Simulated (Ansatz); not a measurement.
PBE exchange is replaced step by step with exact exchange (0 % is PBE, 25 % PBE0; no dispersion term), basis def2-SVP, Ansatz. System: (H2B-mu-NHMe)3 (C₃H₁₈B₃N₃). The state is a singlet with charge 0. Geometry: r2SCAN-D4/def2-SVP.

Geometry of the singlet:

```xyz
27

B     0.9016   -1.0025   -0.5015
H     2.0037   -0.8324   -0.0079
H     0.8549   -1.9584   -1.2745
N     0.4952    0.3100   -1.2941
C     1.5158    0.5969   -2.3235
B     0.2657    1.6008   -0.4038
H    -0.1942    2.4928   -1.1134
H     1.3209    1.8979    0.1270
N    -0.7938    1.2459    0.7294
C    -2.1887    1.2098    0.2477
B    -0.3934   -0.0073    1.6249
H     0.6444    0.2459    2.2100
H    -1.3280   -0.2735    2.3776
N    -0.1431   -1.2448    0.6672
C     0.2805   -2.4111    1.4697
H    -0.3696    0.1172   -1.8086
H     1.2178    1.4699   -2.9228
H     1.6587   -0.2795   -2.9731
H     2.4624    0.8208   -1.8155
H    -0.7237    2.0342    1.3771
H    -2.3180    0.3740   -0.4576
H    -2.4387    2.1385   -0.2857
H    -2.8839    1.0507    1.0850
H    -1.0383   -1.5102    0.2452
H     0.4214   -3.2888    0.8216
H    -0.4654   -2.6292    2.2482
H     1.2361   -2.1676    1.9512
```

| exact exchange (%) | HOMO (eV) | LUMO (eV) | gap (eV) |
| --- | --- | --- | --- |
| 0 | -6.23 | -0.05 | 6.18 |
| 5 | -6.50 | 0.14 | 6.64 |
| 10 | -6.78 | 0.32 | 7.10 |
| 25 | -7.60 | 0.87 | 8.47 |
| 35 | -8.16 | 1.23 | 9.39 |
| 50 | -9.00 | 1.77 | 10.77 |

(1) Estimate the row for 15 %.

## Answers

(1) 
```json
{"exact exchange (%)": "15", "HOMO (eV)": "-7.05", "LUMO (eV)": "0.50", "gap (eV)": "7.55"}
```
